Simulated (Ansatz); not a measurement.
CH6O2Si, SMILES `OCO[SiH3]`, relaxed with RKS PBE-D4/def2-SVP in the Gaussian-basis code of Ansatz from a rough embedded geometry. The force threshold is 0.03 eV/Å; the program also tests the step.

Total charge 0; spin multiplicity 1.

Start:

```xyz
10

O     2.294    0.020    0.131
C     0.981    0.239   -0.329
O     0.100   -0.428    0.563
Si   -1.488   -0.046    0.383
H     2.392   -1.002    0.080
H     0.869   -0.136   -1.366
H     0.861    1.357   -0.320
H    -2.263   -0.845    1.379
H    -1.811    1.364    0.482
H    -1.936   -0.524   -1.004
```

**Question.** How much energy does the relaxation release, and in how many steps? (Estimate.)

**Answer.** Computed: 22.56 kJ/mol, in 5 steps.

**Question.** Which bonds change most? (An estimate is asked.)

**Answer.** Computed: Si4–H9 from 1.449 to 1.508 Å; O1–H5 from 1.028 to 0.976 Å; O3–Si4 from 1.643 to 1.682 Å; Si4–H10 from 1.534 to 1.509 Å.

**Question.** Give the relaxed structure. (An estimate is asked.)

**Answer.** The calculation gave: 
```xyz
10

O     2.334   -0.047    0.140
C     1.066    0.257   -0.327
O     0.080   -0.332    0.508
Si   -1.576   -0.082    0.344
H     2.425   -1.018    0.106
H     0.901   -0.095   -1.381
H     0.986    1.370   -0.312
H    -2.223   -0.876    1.437
H    -1.920    1.379    0.484
H    -2.074   -0.557   -0.999
```
